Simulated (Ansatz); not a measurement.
# Molecular dynamics of C₂H₇Cl₂NSi

input.yaml

```yaml
crystal:
  periodic: [false, false, false]
  atoms:
    - { symbol: Si, position_ang: [0.009826, -0.001608, -0.083049] }
    - { symbol: H, position_ang: [-0.140052, -0.023128, 1.363311] }
    - { symbol: "N", position_ang: [1.600469, 0.003174, -0.744582] }
    - { symbol: C, position_ang: [2.393999, -1.250807, -0.86106] }
    - { symbol: H, position_ang: [1.711399, -2.111875, -0.970079] }
    - { symbol: H, position_ang: [3.040296, -1.201851, -1.757623] }
    - { symbol: H, position_ang: [3.046726, -1.425143, 0.021024] }
    - { symbol: C, position_ang: [2.413196, 1.249844, -0.783237] }
    - { symbol: H, position_ang: [3.056151, 1.248996, -1.683481] }
    - { symbol: H, position_ang: [1.743398, 2.126185, -0.834616] }
    - { symbol: H, position_ang: [3.070616, 1.357607, 0.105939] }
    - { symbol: Cl, position_ang: [-0.949041, 1.762385, -0.728204] }
    - { symbol: Cl, position_ang: [-0.964484, -1.733878, -0.785643] }
basis:
  gaussian: { orbitals: STO-3G }
hamiltonian:
  xc: b3lyp
  dispersion: d4
md:
  timestep: 3.0
  n_steps: 40
  ensemble: nvt_langevin
  temperature: 500.0
  initial_velocities: maxwell_boltzmann
  seed: 219158
  friction: 0.005
```

Run as:

```bash
$ ansatz run input.yaml --threads 1 --pin off --max-ram 2048MiB --backend cpu --events-out ev --progress --plain --runs-dir out
```

It starts from a relaxed structure.

Output, in part (step lines, the closing report, with atoms numbered from 0):

```
md step     0: t =     0.00 fs  T =   461.5 K  F+E_penalty+E_count = -36195.29747774 eV  E_kin = 0.775560 eV  (21 SCF iters)
[... lines left out ...]
Total energy: -36156.98084505 eV, -1328.7445379738 hartree
Atom 0 at     0.250163    -0.073505    -0.596184 Å, force     0.578501    -0.079135     1.331250 eV/Å
Atom 1 at     0.692736    -0.488007     0.759053 Å, force    -0.278942     0.238159    -0.514367 eV/Å
Atom 2 at     1.747549     0.332284    -1.505817 Å, force    -3.148394    -3.549187    -1.430007 eV/Å
Atom 3 at     3.160903     0.013876    -1.383602 Å, force    -0.165995   -13.043996    -2.641884 eV/Å
Atom 4 at   -23.999044   -44.702674    23.381308 Å, force     0.000017     0.000217    -0.000094 eV/Å
Atom 5 at   -20.007135    -5.217366   -13.787960 Å, force     0.001799     0.000459     0.000992 eV/Å
Atom 6 at    28.752789    -4.519625    13.280761 Å, force    -0.003006     0.003182     0.002307 eV/Å
Atom 7 at     2.891257     1.165755    -1.257371 Å, force    -2.361610    21.383731     1.908469 eV/Å
Atom 8 at     3.951530    -0.407725    -0.994391 Å, force     4.835523    -5.214808     1.744781 eV/Å
Atom 9 at   -18.195281    27.795446    -5.860833 Å, force    -0.000012    -0.000226     0.000087 eV/Å
Atom 10 at    18.409002     6.443694    21.246982 Å, force     0.003005    -0.003188    -0.002319 eV/Å
Atom 11 at    -1.008135     1.591629    -0.553858 Å, force     0.068147     0.351864     0.008815 eV/Å
Atom 12 at    -1.021904    -1.620821    -1.241880 Å, force     0.470966    -0.087072    -0.408030 eV/Å
Dipole moment:     0.058865    -0.534649     0.262525 e Å
```

The steps, from the saved trajectory:

```csv
time (fs),T (K),potential energy less start (eV)
0,462,0.000
3,346,0.752
6,248,1.796
9,605,0.895
12,2493,4.221
15,11060,12.051
18,7966,16.535
21,7923,16.290
24,11334,19.139
27,26415,25.394
30,29203,32.219
33,26728,33.723
36,26231,33.205
39,25749,31.911
42,25051,32.640
45,25289,33.695
48,23612,35.102
51,22860,35.922
54,23821,33.209
57,21718,34.532
60,21321,33.600
63,21014,33.511
66,21249,32.213
69,21640,35.489
72,28932,39.099
75,28384,38.515
78,27547,38.826
81,26962,38.934
84,26051,38.743
87,25722,38.396
90,25006,38.386
93,23554,39.802
96,23055,39.728
99,21877,39.586
102,21789,38.988
105,21416,38.467
108,20748,38.693
111,20122,39.277
114,19548,38.789
117,18454,38.944
120,18652,38.317
```

All steps were run. The temperature shot up to 29000 K, far beyond the bath's, so the integration failed: the time step of 3 fs is too long for the fastest motions that this run met, and the later frames carry no physical meaning.

Parted: C4–H5 1.10 → 57.88 Å, C4–H6 1.11 → 26.80 Å, C4–H7 1.11 → 29.84 Å, C8–H9 1.11 → 1.92 Å, C8–H10 1.10 → 34.28 Å, C8–H11 1.11 → 27.84 Å. Joined: C4–C8 2.50 → 1.19 Å, C4–H9 2.71 → 0.98 Å. It ends as C2H2Cl2NSi + H + H + H + H + H. Pairs count as bonded within 1.25 times the sum of covalent radii (0.12 Å more for H–H).

Last frame:

```xyz
13
Properties=species:S:1:pos:R:3
Si 0.250 -0.073 -0.596
H 0.693 -0.488 0.759
N 1.748 0.332 -1.506
C 3.161 0.014 -1.384
H -23.999 -44.703 23.381
H -20.007 -5.217 -13.788
H 28.753 -4.520 13.281
C 2.891 1.166 -1.257
H 3.951 -0.408 -0.994
H -18.195 27.795 -5.861
H 18.409 6.444 21.247
Cl -1.008 1.592 -0.554
Cl -1.022 -1.621 -1.242
```

Time of the run: 5.1 min on 1 thread of Arm Neoverse V1 (shared host), peak memory 0.15 GiB.
